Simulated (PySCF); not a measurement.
A small calculation by hand: chemical shift, span and skew from a shielding tensor

C2H8ClNSi, SMILES CN([SiH2]Cl)C. Atoms are numbered in the order given.

```xyz
13

Si    -0.4195     0.8661     0.0000
Cl    -1.9489    -0.5521     0.0000
N      1.1503     0.1745     0.0000
C      1.7312    -0.3584    -1.2187
C      1.7312    -0.3584     1.2187
H     -0.5921     1.6627     1.2396
H     -0.5921     1.6627    -1.2396
H      1.2794     0.1202    -2.1013
H      1.5839    -1.4522    -1.3121
H      2.8179    -0.1604    -1.2488
H      1.5839    -1.4522     1.3121
H      1.2794     0.1202     2.1013
H      2.8179    -0.1604     1.2488
```

Geometry: ωB97X-D3(BJ)/def2-SVP. The values are those of a single conformer.

GIAO shieldings from PBE/pcSseg-1 run with PySCF, non-relativistic, no solvent. The symmetric part of the tensor of N3 has the principal values 179.7, 209.9, 237.0 ppm. The same nucleus in NH3 has σ = 267.0 ppm at this level (PySCF, at its B3LYP-D3(BJ)/def2-TZVP geometry). Without spin–orbit terms, shifts of atoms bonded to Cl or Br come out too high.

Work out the isotropic shielding, the ¹⁵N shift against NH3, the span and the skew.


σ(iso) = (σ11 + σ22 + σ33)/3 = 208.9 ppm. δ = σ(ref) − σ(iso) = 267.0 − (208.9) = 58.1 ppm.
Span Ω = σ33 − σ11 = 57.3 ppm. Skew κ = 3(σ(iso) − σ22)/Ω = -0.05. Tumbling in solution averages the tensor to δ; in a static solid the shielding alone would spread this spin-1/2 line over Ω.
